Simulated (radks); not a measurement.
Species: the cerium ion Ce50+. Configuration: [He] 2s2 2p4. Method: non-relativistic Kohn-Sham, TPSS, spin-polarised, spherical densities, point nucleus; open shells are filled with parallel spins first (spin-orbit coupling, left out, can overturn this in heavy ions); meta-GGA in the generalised Kohn-Sham scheme; relativity is left out, which matters for an element this heavy; computed with a radial shooting solver on a logarithmic mesh with Libxc functionals.

Normalised radial functions P(r) = r R(r), r in bohr:

r	2s up
0.002048	0.5370
0.002481	0.6339
0.003006	0.7442
0.003642	0.8674
0.004413	1.0022
0.005348	1.1455
0.006479	1.2915
0.007851	1.4311
0.009513	1.5509
0.01153	1.6322
0.01397	1.6511
0.01692	1.5785
0.0205	1.3835
0.02484	1.0376
0.0301	0.5235
0.03648	-0.1537
0.0442	-0.9541
0.05355	-1.7942
0.06489	-2.5486
0.07862	-3.0705
0.09526	-3.2359
0.1154	-2.9974
0.1399	-2.4194
0.1695	-1.6723
0.2053	-0.9666
0.2488	-0.4526
0.3015	-0.1647
0.3653	-0.0443

2s up: eigenvalue -9608.0 eV, 1 radial node at r = 0.0350 bohr, <r> = 0.108 bohr, 90 % of the charge inside 0.166 bohr.
